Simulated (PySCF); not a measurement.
**Polarisability and C₆ of Ti²⁺ (titanium, charge +2)**

[Ar] 3d2, high-spin 3F determinant. All numbers are calculated (PySCF 2.14, the non-relativistic Hamiltonian (point nucleus), in dyall-av2z). Coupled (time-dependent) response in atomic units; α is the mean over directions. A double-zeta set is small for polarisabilities.

```tsv
method	mean α (bohr³)	C₆ (like pair)	S(−4)
B3LYP	4.793	14.36	19.13
```

S(−4) is the Cauchy moment in α(ω) = α(0) + S(−4) ω² + …

α(iu) at B3LYP:

```json
{"u (hartree)": "0", "α(iu) (bohr³)": "4.793"}
{"u (hartree)": "0.0500", "α(iu) (bohr³)": "4.747"}
{"u (hartree)": "0.100", "α(iu) (bohr³)": "4.617"}
{"u (hartree)": "0.200", "α(iu) (bohr³)": "4.220"}
{"u (hartree)": "0.300", "α(iu) (bohr³)": "3.796"}
{"u (hartree)": "0.500", "α(iu) (bohr³)": "3.111"}
{"u (hartree)": "0.750", "α(iu) (bohr³)": "2.508"}
{"u (hartree)": "1.00", "α(iu) (bohr³)": "2.066"}
{"u (hartree)": "1.50", "α(iu) (bohr³)": "1.457"}
{"u (hartree)": "2.00", "α(iu) (bohr³)": "1.070"}
{"u (hartree)": "3.00", "α(iu) (bohr³)": "0.6373"}
{"u (hartree)": "5.00", "α(iu) (bohr³)": "0.2978"}
```

For an ion, C₆ is the dispersion term alone; charge-induced terms of lower order in 1/R come first.
